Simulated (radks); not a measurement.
Results of a calculation; reference values are marked as such.
Question: Coulomb parameter of the 5d shell of neutral osmium in the model configuration [Xe] 4f14 5d7 6s1, as a second difference U = [E(n + 0.5) + E(n - 0.5) - 2 E(n)] / (0.5)^2 with all orbitals relaxed. "Bare": the charge of the atom changes with n. "Screened": the 6s shell takes up the change at fixed total charge, which measures U(5d,5d) + U(6s,6s) - 2 U(5d,6s). Level of theory: scalar-relativistic Kohn-Sham, r2SCAN, spin-unpolarised, spherical densities, finite nucleus; meta-GGA in the generalised Kohn-Sham scheme; Fermi nuclear charge, rms radius 5.4126 fm (a radial shooting solver on a logarithmic mesh with Libxc functionals). Estimate both.

Answer: U(bare) = 8.444 eV, U(screened by 6s) = 0.615 eV, against the Slater integral F0(5d,5d) = 13.242 eV with frozen orbitals. The step up makes a negative ion, whose loosely bound charge lowers the bare value.
